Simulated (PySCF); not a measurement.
GaCl₃.
SMILES: `[Cl][Ga]([Cl])[Cl]`

Computed with TDDFT PBE0/def2-SVPD, vertical, gas phase, core orbitals frozen in the response in PySCF 2.14.0, density-fitted response routines. Isolated species at its PBE0-D3(BJ)/def2-SVP geometry, gas phase. The PBE0/def2-SVPD calculation is non-relativistic and has no spin–orbit coupling, an omission that weighs most on gallium.

```csv
state,λ (nm),E (eV),f,"main configurations (H = HOMO, L = LUMO)"
S1,211.8,5.85,0.0000,H→L (99%)
S2,202.2,6.13,0.0000,H-2/H-1→L (99%)
S3,202.0,6.14,0.0000,H-2/H-1→L (99%)
S4,197.4,6.28,0.048,H-3→L (94%)
S5,197.2,6.29,0.048,H-4→L (94%)
S6,192.3,6.45,0.0000,H→L+1 (100%)
S7,182.9,6.78,0.0000,H-3→L+1 (100%)
S8,182.7,6.78,0.0000,H-4→L+1 (100%)
S9,179.5,6.91,0.053,H-5→L (99%)
S10,175.8,7.05,0.054,"H-2/H-1→L+1 (≥85%), H-6→L (11%)"
S11,175.7,7.06,0.055,"H-2/H-1→L+1 (≥84%), H-7→L (11%)"
S12,159.4,7.78,0.0000,H-5→L+1 (96%)
S13,148.1,8.37,0.306,H-6→L (77%)
S14,147.9,8.38,0.311,H-7→L (77%)
```

Triplets (Tamm–Dancoff): T1 5.50 eV, H→L (98%); T2 5.80 eV, H-2/H-1→L (≥90%); T3 5.80 eV, H-2/H-1→L (≥94%); T4 5.80 eV, H-3→L (89%).

The lowest singlet comes at 212 nm (565 kJ/mol) in the ultraviolet; it is dark (f under 0.0005); its leading configuration is HOMO→LUMO (99%). The largest oscillator strength of a single state is 0.311. S2/S3, S4/S5, S7/S8 and S10/S11 lie within about 0.01 eV of each other in each set; the point group D3h has degenerate representations, and within a degenerate level the listed configurations can mix freely. Löwdin shares by element: HOMO chlorine 100%; LUMO chlorine 60%, gallium 40%. The oscillator strengths of these states sum to 0.876; summed over the whole spectrum of an exact calculation they would give the number of electrons, 82 (Thomas–Reiche–Kuhn). Of the 14 states listed, 7 reach f = 0.01 and 7 stay under 0.0005. The listed states span 2.53 eV, and the widest gap between neighbours is 0.72 eV (S11 to S12). Orbitals of the list HOMO-3 to LUMO+2 that lie within 0.01 eV of each other are written together with a slash and their weights summed (≥ marks a lower bound); for degenerate orbitals outside that list single weights are arbitrary. Singlets were solved by full linear response, triplets in the Tamm–Dancoff approximation. The highest level found (8.43 eV, f 0.0069 so far) is left out, since the window may have cut off a degenerate partner.
